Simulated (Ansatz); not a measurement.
`CN([SiH2]F)[SiH](O)O`, charge 0, multiplicity 1.

Q: Give a relaxed structure at PBE0-D4/def2-TZVP (the Gaussian-basis code of Ansatz). (Estimate.)

A: The calculation gave: 
Cartesian coordinates in Å:
```
C 1.7414 -0.2994 0.2337
N 0.2804 -0.2154 0.2266
Si -0.6015 -0.0244 1.6779
F -1.4310 1.3579 1.6382
Si -0.5544 -0.3099 -1.2857
O 0.1441 0.6908 -2.3771
O -2.1291 -0.0063 -0.9613
H 2.1337 -0.0941 1.2318
H 2.1849 0.4237 -0.4557
H 2.0881 -1.2956 -0.0583
H 0.3675 0.0620 2.7960
H -1.6259 -1.0665 1.9002
H -0.4991 -1.6389 -1.9164
H 0.2722 1.6105 -2.1395
H -2.3713 0.8055 -0.5104
```
This is one stationary point; other conformers may exist.
